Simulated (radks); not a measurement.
Values are calculated unless marked as measured or tabulated.
Question: The mean radii <r> (bohr) of the occupied orbitals of an atom or ion are listed with their occupations. Level of theory: Dirac Kohn-Sham, PBE, spin-unpolarised, spherical densities, point nucleus (a radial shooting solver on a logarithmic mesh with Libxc functionals).

orbital  occ.      <r>
1s1/2       2  0.02232
2s1/2       2  0.09458
2p1/2       2  0.07907
2p3/2       4  0.08580
3s1/2       2   0.2491
3p1/2       2   0.2388
3p3/2       4   0.2517
3d3/2       4   0.2236
3d5/2       6   0.2276
4s1/2       2   0.5661
4p1/2       2   0.5792
4p3/2       4   0.6086
4d3/2       4   0.6485
4d5/2       6   0.6589
5s1/2       2    1.382
5p1/2       2    1.561
5p3/2       4    1.659
4f5/2       6   0.9624
6s1/2       1    3.899
4f7/2       1   0.9822
7d3/2       1    21.23

Name the element and its charge. Open shells, if any, fill j = l - 1/2 first.

Answer: Z = 63, europium, charge 0: Eu in [Xe] 4f7 6s1 7d1. The 1s radius gives Z: for a bare nucleus <r> = (2 gamma + 1)/(2Z) with gamma = sqrt(1 - (Z/c)^2), 0.02203 bohr for Z = 63, and screening makes it slightly larger (0.02232 here). The occupations add up to 63, and the charge is Z minus that.
